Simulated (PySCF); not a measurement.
Isomers of C7H13P, from PBE0-D3(BJ)/def2-SVP geometry optimisation, gas phase in PySCF. One conformer each, no zero-point energy, no frequencies.

Problem. Which is lower in electronic energy at this level?
A. `[CH3:1][CH:2]([CH3:3])[P:4]1[CH2:5][CH:6]=[CH:7][CH2:8]1` with C1–C2–P4–C5 -73°, C2–P4–C5–C6 -86°, P4–C5–C6–C7 -11°, C6–C7–C8–P4 11°, C2–P4–C8–C7 86°: A = 2757, B = 1325, C = 1119 MHz, dipole 1.21 D
B. `C1CP2CCC1CC2`: A = 2194, B = 1840, C = 1840 MHz, dipole 1.44 D

Solution. B. That is `C1CP2CCC1CC2`, 20.1 kcal/mol below the other.

| SMILES | mapped SMILES | E (Eh) | relative (kcal/mol) | relative (kJ/mol) | dipole (D) |
| --- | --- | --- | --- | --- | --- |
| C1CP2CCC1CC2 | [CH2:1]1[CH2:2][P:3]2[CH2:4][CH2:5][CH:6]1[CH2:7][CH2:8]2 | -615.19689 | 0.0 | 0.0 | 1.44 |
| CC(C)P1CC=CC1 | [CH3:1][CH:2]([CH3:3])[P:4]1[CH2:5][CH:6]=[CH:7][CH2:8]1 | -615.16493 | 20.1 | 83.9 | 1.21 |

As drawn, the higher has a C=C bond outside aromatic rings, which the lower lacks.
